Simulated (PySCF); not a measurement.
C3H5ClGe, SMILES ClC=C=[CH][GeH3].

Geometry: r2SCAN-D4/def2-SVP. The structure was generated by enumeration; whether it is a known compound was not checked.

Two levels are set side by side: PBE/def2-TZVP (PySCF) and B3LYP/def2-TZVP (PySCF). Same geometry, gas phase. Differences are taken from unrounded values.

```json
[
 {"quantity": "orbital gap (eV)", "PBE": "3.99"},
 {"quantity": "highest occupied level (eV)", "PBE": "-5.99"},
 {"quantity": "lowest empty level (eV)", "PBE": "-2.00"},
 {"quantity": "dipole moment (D)", "PBE": "1.59"},
 {"quantity": "mean polarisability (bohr³)", "PBE": "87.1"}
]
```

These are the PBE values. What does B3LYP give? (The exact figures need the calculation; the answer reports its results.)


| quantity | B3LYP | PBE minus B3LYP |
|---|---|---|
| orbital gap (eV) | 5.69 | -1.70 |
| highest occupied level (eV) | -6.91 | 0.93 |
| lowest empty level (eV) | -1.22 | -0.77 |
| dipole moment (D) | 1.67 | -0.08 |
| mean polarisability (bohr³) | 85.1 | 2.0 |

PBE's occupied levels lie high since its potential decays too fast outside the molecule; exact exchange lowers them and widens the gap. Differences between two approximate levels are no errors against the true value.

Rough cost on one machine, each run with all the roots and properties that it gave: B3LYP against PBE within a factor of 2.
